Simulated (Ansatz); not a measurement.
`N[SiH](O)[Si](N)(O)O` + `C=C=CF` → `N[SiH](F)[Si](N)(O)O` + `C=C=CO`  (formal exchange of groups at the Si–O bond)

Isolated molecules relaxed with PBE0-D4/def2-TZVP in Ansatz; ΔE leaves out vibrations. CCSD(T)/CBS adds triple-zeta CCSD(T) − MP2 to the extrapolated MP2 energy (def2 sets, frozen cores). DFT in def2-TZVPP. One conformer a species, not always the lowest.

```json
{"level": "PBE-D4", "ΔE (eV)": "-0.64"}
{"level": "ωB97X-V", "ΔE (eV)": "-0.63"}
{"level": "HF/def2-TZVPP", "ΔE (eV)": "-0.68"}
{"level": "MP2/def2-TZVPP", "ΔE (eV)": "-0.68"}
{"level": "SCS-MP2/def2-TZVPP", "ΔE (eV)": "-0.67"}
{"level": "CCSD/def2-TZVPP", "ΔE (eV)": "-0.64"}
{"level": "SCS-MP2/def2-QZVPP", "ΔE (eV)": "-0.68"}
{"level": "MP2/CBS(def2)", "ΔE (eV)": "-0.70"}
```

Question: What does CCSD(T)/CBS give? (Estimate.)

Answer: Computed: -0.65 eV. The listed levels differ from it by 0.01, 0.02, -0.03, -0.03, -0.02, 0.01, -0.03, -0.05 eV.

Largest T1 diagnostic among the species: 0.013.
